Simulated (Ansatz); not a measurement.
C3H10ClNSi3, singlet, at a GFN2-xTB geometry; MP2/STO-3G (Ansatz, an electronic-structure program).

Ansatz was given this input:
Ansatz 0.2 input:
```yaml
crystal:
  periodic: [false, false, false]
  atoms:
    - {symbol: Cl, position_ang: [2.63989722, 0.07062805, 1.26138716]}
    - {symbol: Si, position_ang: [2.45039511, 0.74693124, -0.63502083]}
    - {symbol: C, position_ang: [0.69098839, 0.55227190, -1.26345792]}
    - {symbol: C, position_ang: [-0.40607597, 0.12809516, -0.63072422]}
    - {symbol: Si, position_ang: [-0.58809667, -0.44330323, 1.16098672]}
    - {symbol: C, position_ang: [-2.48003105, -0.73429317, 1.15810141]}
    - {symbol: N, position_ang: [-2.95093919, -0.75382421, -0.21330946]}
    - {symbol: Si, position_ang: [-2.10018189, 0.02499450, -1.47464479]}
    - {symbol: H, position_ang: [2.83867362, 2.15853137, -0.63321785]}
    - {symbol: H, position_ang: [3.36942871, -0.03204888, -1.46618436]}
    - {symbol: H, position_ang: [0.58449979, 0.83990208, -2.30792925]}
    - {symbol: H, position_ang: [0.10054898, -1.70987590, 1.42575823]}
    - {symbol: H, position_ang: [-0.26900356, 0.58525687, 2.15620463]}
    - {symbol: H, position_ang: [-2.73450333, -1.68568096, 1.63437132]}
    - {symbol: H, position_ang: [-2.99468175, 0.04495605, 1.73488749]}
    - {symbol: H, position_ang: [-3.93637376, -0.94684991, -0.29733786]}
    - {symbol: H, position_ang: [-2.55114419, 1.38164605, -1.83894173]}
    - {symbol: H, position_ang: [-2.12804320, -0.83690302, -2.66003731]}
basis:
  gaussian:
    orbitals: STO-3G
magnetization: {spin_polarized: false}
correlation: {method: mp2, electrons: outside_noble_gas}
accuracy: high
```

It wrote (shortened):

```
Functional definition: HF
1517 factors; integrals over basis functions are off by at most 2.5e-8 eV
mean field evaluation 1: about -40358.9791 eV, gradient 2.3e1 eV
mean field evaluation 2: about -40359.2343 eV, gradient 2.3e1 eV
mean field evaluation 4: about -40361.4005 eV, gradient 1.8e0 eV
mean field evaluation 8: about -40361.4121 eV, gradient 2.7e-2 eV
mean field -40361.41212923 eV, -1483.2545378014 hartree, gradient 1.3e-8 eV, S^2 0.000000; 0 other end points of the search recorded, 0 dependent functions left out; unrestricted orbitals would lower it
mean field evaluation 16: about -40361.4124 eV, gradient 7.8e0 eV
24 core orbitals not correlated
reference -40361.41212923 eV, -1483.2545378014 hartree; 23, 23 occupied and 19, 19 virtual orbitals, 1517 factors
second order -9.07911366 eV of doubles, -0.00000000 eV of singles
Total energy: -40370.49124289 eV, -1483.5881890746 hartree
```
